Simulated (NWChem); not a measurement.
System: Si2H3Cl, singlet; SMILES [SiH3][Si]Cl

The following NWChem deck was run.

```
start job
memory heap 200 mb stack 900 mb global 1100 mb
geometry units angstroms noautoz
  Si     0.821548     0.291760    -0.613133
  Cl    -0.346114     1.370633     0.767973
  Si    -0.282085    -1.810494    -0.128072
  H     -0.106553    -2.129200     1.326269
  H      0.251673    -2.954948    -0.934110
  H     -1.747564    -1.670480    -0.411030
end
basis spherical
  * library def2-svpd
end
dft
  xc b3lyp
  iterations 150
end
tddft
  cis
  nroots 8
  notriplet
end
task tddft energy
```

Excerpt of the output:

```
             Northwest Computational Chemistry Package (NWChem) 7.3.0
             --------------------------------------------------------

 C1  symmetry detected

                             Geometry "geometry" -> ""
                             -------------------------

 Output coordinates in angstroms (scale by  1.889725989 to convert to a.u.)

  No.       Tag          Charge          X              Y              Z
 ---- ---------------- ---------- -------------- -------------- --------------
    1 Si                  14.0000     1.10638754     0.21828913    -0.00004461
    2 Cl                  17.0000    -0.48546004     1.59701193    -0.00001044
    3 Si                  14.0000    -0.36617700    -1.70637072    -0.00004444
    4 H                    1.0000    -1.23754975    -1.65367015     1.21873565
    5 H                    1.0000     0.37049802    -3.01085263    -0.00263118
    6 H                    1.0000    -1.24307526    -1.65153766    -1.21468044

 Effective nuclear repulsion energy (a.u.)     169.9850017056

                                 NWChem DFT Module
                                 -----------------

 Summary of "ao basis" -> "ao basis" (spherical)
 ------------------------------------------------------------------------------
       Tag                 Description            Shells   Functions and Types
 ---------------- ------------------------------  ------  ---------------------
 Si                        def2-svpd                10       24   5s3p2d
 Cl                        def2-svpd                11       27   5s4p2d
 H                         def2-svpd                 4        8   2s2p

            General Information
            -------------------
          SCF calculation type: DFT
          Wavefunction type:  closed shell.
          No. of atoms     :     6
          No. of electrons :    48
           Alpha electrons :    24
            Beta electrons :    24
          Charge           :     0
          Spin multiplicity:     1
          Use of symmetry is: off; symmetry adaption is: off
          Maximum number of iterations: 150
          AO basis - number of functions:    99
                     number of shells:    43
          Convergence on energy requested:  1.00D-06
          Convergence on density requested:  1.00D-05
          Convergence on gradient requested:  5.00D-04

[...]

                                NWChem TDDFT Module
                                -------------------

            General Information
            -------------------
           No. of orbitals :     198
            Alpha orbitals :      99
             Beta orbitals :      99
        Alpha frozen cores :       0
         Beta frozen cores :       0
     Alpha frozen virtuals :       0
      Beta frozen virtuals :       0
         Spin multiplicity :       1
    Number of AO functions :      99
        Use of symmetry is : off
      Symmetry adaption is : off
         Schwarz screening :  0.10D-07

              XC Information
              --------------
                  B3LYP Method XC Potential
              Hartree-Fock (Exact) Exchange   0.20
                 Slater Exchange Functional   0.80 local
             Becke 1988 Exchange Functional   0.72 non-local
       Lee-Yang-Parr Correlation Functional   0.81
           VWN I RPA Correlation Functional   0.19 local

             TDDFT Information
             -----------------
          Calculation type : Tamm-Dancoff TDDFT
         Wavefunction type : Restricted singlets
          No. of electrons :      48
           Alpha electrons :      24
            Beta electrons :      24
              No. of roots :       8
          Max subspacesize :    5600
            Max iterations :     100
               Target root :       1
           Target symmetry : none
      Symmetry restriction : off
                 Algorithm : Optimal
        Davidson threshold :  0.10D-03

    8 smallest eigenvalue differences (eV)
--------------------------------------------------------
  No. Spin  Occ  Vir  Irrep   E(Occ)    E(Vir)   E(Diff)
--------------------------------------------------------
    1    1   24   25 a        -0.235    -0.128     2.916
    2    1   24   26 a        -0.235    -0.029     5.607
    3    1   23   25 a        -0.336    -0.128     5.680
    4    1   22   25 a        -0.348    -0.128     5.983
    5    1   21   25 a        -0.359    -0.128     6.302
    6    1   24   27 a        -0.235     0.002     6.434
    7    1   20   25 a        -0.366    -0.128     6.480
    8    1   19   25 a        -0.367    -0.128     6.512
--------------------------------------------------------

  Entering Davidson iterations
  Restricted singlet excited states

  Iter   NTrls   NConv    DeltaV     DeltaE      Time
  ----  ------  ------  ---------  ---------  ---------
    1      8       0     0.11E+00   0.10+100       12.7
    2     16       0     0.37E-01   0.26E-01       14.4
    3     24       0     0.13E-01   0.36E-02       15.8
    4     32       1     0.36E-02   0.53E-03       14.5
    5     39       6     0.85E-03   0.27E-04       12.2
    6     41       7     0.19E-03   0.11E-05        7.9
    7     42       8     0.67E-04   0.53E-07        7.0
  ----  ------  ------  ---------  ---------  ---------
  Convergence criterion met

  Ground state a       -1040.713300924769 a.u.

  ----------------------------------------------------------------------------
  Root   1 singlet a              0.071666340 a.u.                1.9501 eV
  ----------------------------------------------------------------------------
     Transition Moments    X  0.00005   Y  0.00012   Z -0.28036
     Dipole Oscillator Strength                    0.0037554381
     Electric Quadrupole                           0.0000000167
     Magnetic Dipole                               0.0000008697
     Total Oscillator Strength                     0.0037563245

[...]
```

Level: B3LYP/def2-SVPD, TDA. Low-valent species are run as closed-shell singlets; no triplet was tried in these runs. All runs use the structure optimised with PBE0/def2-SVP.
